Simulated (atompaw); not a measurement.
Reading a pseudo-wave (H (Z = 1))

Columns: radius, all-electron u(r) and pseudo u(r) of the 1s shell (level -6.49 eV) of hydrogen in the configuration 1s1; PBE, scalar-relativistic, PAW (atompaw) scheme, atompaw 4.2.0.5.

| r (bohr) | all-electron | pseudo |
| --- | --- | --- |
| 0.044 | 0.0808 | 0.0522 |
| 0.088 | 0.1546 | 0.1040 |
| 0.133 | 0.2231 | 0.1561 |
| 0.177 | 0.2839 | 0.2060 |
| 0.221 | 0.3389 | 0.2545 |
| 0.265 | 0.3886 | 0.3012 |
| 0.310 | 0.4342 | 0.3470 |
| 0.354 | 0.4741 | 0.3897 |
| 0.398 | 0.5097 | 0.4299 |
| 0.442 | 0.5414 | 0.4676 |
| 0.487 | 0.5700 | 0.5033 |
| 0.531 | 0.5946 | 0.5354 |
| 0.575 | 0.6160 | 0.5645 |
| 0.619 | 0.6345 | 0.5905 |
| 0.663 | 0.6504 | 0.6135 |
| 0.708 | 0.6641 | 0.6340 |
| 0.752 | 0.6752 | 0.6511 |
| 0.796 | 0.6842 | 0.6656 |
| 0.840 | 0.6913 | 0.6775 |
| 0.885 | 0.6968 | 0.6873 |
| 0.929 | 0.7005 | 0.6945 |
| 0.973 | 0.7028 | 0.6996 |
| 1.017 | 0.7037 | 0.7023 |
| 1.062 | 0.7033 | 0.7030 |
| 1.106 | 0.7018 | 0.7018 |
| 1.150 | 0.6993 | 0.6993 |

Question: How many radial nodes do the two functions have?

Answer: The all-electron 1s function has n − l − 1 = 0; the pseudo-wave has 0.

Question: Is the pseudo-wave norm-conserving?

Answer: No, it belongs to a PAW set: the norm inside the radius is not constrained, and the difference is carried by the augmentation charge.
